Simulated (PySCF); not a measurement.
Orbital gap (eV) of eight silicon and germanium compounds: PBE beside B3LYP, computed with PySCF for isolated molecules in the bases named; differences from unrounded values. The eight are the first of their class met in an unordered collection, after screening for sound electronic states; none was chosen by its value. Each molecule has one DFT geometry for both levels.

| molecule | basis | B3LYP |
|---|---|---|
| CH₇ClN₂Si, SMILES N[Si@H](CN)Cl | def2-TZVP | 6.69 |
| Si(Cl)(H)2(OAc) (C₂H₅ClO₂Si), SMILES Cl[SiH2]OC(=O)C | def2-TZVP | 7.47 |
| CH9FOSi3, SMILES C[SiH2][SiH2]O[SiH2]F | def2-TZVP | 6.98 |
| C2H5NO2Si, SMILES O[Si@@H]1C=NCO1 | def2-TZVP | 5.88 |
| C4H8OSi, SMILES C=C([SiH3])CC=O | def2-TZVP | 5.82 |
| CH₆ClFSi₂, SMILES F[SiH2]C[SiH2]Cl | def2-TZVP | 8.37 |
| chloro(silylmethyl)silane (CH7ClSi2), SMILES [SiH3]C[SiH2]Cl | def2-TZVP | 8.44 |
| Si(F)3(GeH3) (F3GeH3Si), SMILES F[Si](F)(F)[GeH3] | def2-TZVP | 8.84 |

### Question
Estimate the PBE values and say how PBE differs from B3LYP over the set. (An estimate is asked for; the answer gives what the named calculation found.)

### Answer

| molecule | PBE | difference |
|---|---|---|
| CH₇ClN₂Si, SMILES N[Si@H](CN)Cl | 5.03 | -1.67 |
| Si(Cl)(H)2(OAc) (C₂H₅ClO₂Si), SMILES Cl[SiH2]OC(=O)C | 5.21 | -2.25 |
| CH9FOSi3, SMILES C[SiH2][SiH2]O[SiH2]F | 5.33 | -1.65 |
| C2H5NO2Si, SMILES O[Si@@H]1C=NCO1 | 3.86 | -2.02 |
| C4H8OSi, SMILES C=C([SiH3])CC=O | 3.71 | -2.11 |
| CH₆ClFSi₂, SMILES F[SiH2]C[SiH2]Cl | 6.58 | -1.79 |
| chloro(silylmethyl)silane (CH7ClSi2), SMILES [SiH3]C[SiH2]Cl | 6.70 | -1.74 |
| Si(F)3(GeH3) (F3GeH3Si), SMILES F[Si](F)(F)[GeH3] | 7.10 | -1.74 |
PBE lies below B3LYP in 8 and above it in 0 of the eight; the mean signed difference is -1.87 and the largest -2.25 eV.
